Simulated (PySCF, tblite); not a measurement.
Isomers of C3H8O4Si2, one GFN2-xTB conformer each. Single-point energies are computed at PBE0/pcSseg-1 (PySCF, gas phase, no added dispersion term), electronic only.

| SMILES | GFN2-xTB relative energy (kcal/mol) |
| --- | --- |
| CO[Si@H]1OCC(=O)O[SiH2]1 | 0.0 |
| C=CO[Si@](O)([SiH3])OC=O | 21.0 |

Conformers: `[CH3:1][O:2][Si@H:3]1[O:4][CH2:5][C:6](=[O:7])[O:8][SiH2:9]1` with C1–O2–Si3–O4 64°, O2–Si3–O4–C5 107°, Si3–O4–C5–C6 50°, O4–C5–C6–O7 131°, C5–C6–O8–Si9 3°; `[CH2:1]=[CH:2][O:3][Si@:4]([OH:5])([SiH3:6])[O:7][CH:8]=[O:9]` with C1–C2–O3–Si4 180°, C2–O3–Si4–O5 70°, O3–Si4–O5–H 54°, O3–Si4–O7–C8 126°, Si4–O7–C8–O9 -1°.

Task: What does PBE0/pcSseg-1 give for the same structures?

Result: 
| SMILES | PBE0/pcSseg-1 E (Eh) | PBE0/pcSseg-1 (kcal/mol) | GFN2-xTB (kcal/mol) | point group |
| --- | --- | --- | --- | --- |
| C=CO[Si@](O)([SiH3])OC=O | -998.35018 | 0.0 | 21.0 | C1 |
| CO[Si@H]1OCC(=O)O[SiH2]1 | -998.33923 | 6.9 | 0.0 | C1 |

GFN2-xTB puts CO[Si@H]1OCC(=O)O[SiH2]1 lowest instead. As drawn, the lower has an O–H bond and a C=C bond outside aromatic rings, which the higher lacks.

Task: Which frontier levels, dipoles and rotational constants go with these structures?

Result: 
```
                  SMILES  HOMO (eV, PBE0/pcSseg-1)  LUMO (eV)  dipole (D)       A, B, C (MHz)
C=CO[Si@](O)([SiH3])OC=O                     -7.18      -0.19        2.38  1651, 787.7, 713.2
CO[Si@H]1OCC(=O)O[SiH2]1                     -7.69      -0.83        4.96  2401, 788.9, 635.3
```

Task: What happens when harmonic zero-point energies from GFN2-xTB frequencies are added?

Result: 
```csv
SMILES,ZPE (kcal/mol),electronic (kcal/mol),with ZPE (kcal/mol)
C=CO[Si@](O)([SiH3])OC=O,67.4,0.0,0.0
CO[Si@H]1OCC(=O)O[SiH2]1,70.0,6.9,9.5
```

The zero-point energies span 2.6 kcal/mol. The order is unchanged.

Task: As an exercise, what shares would exp(−E/RT) give at 1000 K from these electronic energies alone (no entropy, no degeneracies)?

Result: RT = 1.987 kcal/mol: C=CO[Si@](O)([SiH3])OC=O 96.9 %, CO[Si@H]1OCC(=O)O[SiH2]1 3.1 %.
